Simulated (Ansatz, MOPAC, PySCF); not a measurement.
System: BeHSBr, charge 0, multiplicity 1. SMILES: [Be]([SH])[Br]
Geometry: optimised at B3LYP-D3(BJ)/def2-TZVP (Ansatz, an electronic-structure program).

Unscaled harmonic wavenumbers (cm⁻¹) in rising order, each level at the stationary point that it reaches from this structure (no distance between atoms moves by over 0.3 Å); the order of modes can differ between levels, and a negative number is imaginary. B3LYP-D3(BJ)/def2-TZVP (PySCF, at the structure above): 191, 221, 303, 644, 1007, 2656.

PM3 (MOPAC): 206, 222, 244, 775, 852, 1770. Zero-point energy 5.8 against 7.2 kcal/mol; where all levels lie over 400 cm⁻¹, the wavenumbers are on average 0.905 times those of B3LYP-D3(BJ)/def2-TZVP.

PM7 (MOPAC): 156, 173, 329, 661, 1108, 2532. Zero-point energy 7.1 against 7.2 kcal/mol; where all levels lie over 400 cm⁻¹, the wavenumbers are on average 1.027 times those of B3LYP-D3(BJ)/def2-TZVP.

HF/3-21G (Ansatz): 188, 209, 307, 700, 1044, 2632. Zero-point energy 7.3 against 7.2 kcal/mol; where all levels lie over 400 cm⁻¹, the wavenumbers are on average 1.038 times those of B3LYP-D3(BJ)/def2-TZVP.

B3LYP/6-31G* with LANL2DZ past Ar (Ansatz): 189, 219, 306, 644, 1008, 2659. Zero-point energy 7.2 against 7.2 kcal/mol; where all levels lie over 400 cm⁻¹, the wavenumbers are on average 1.001 times those of B3LYP-D3(BJ)/def2-TZVP.
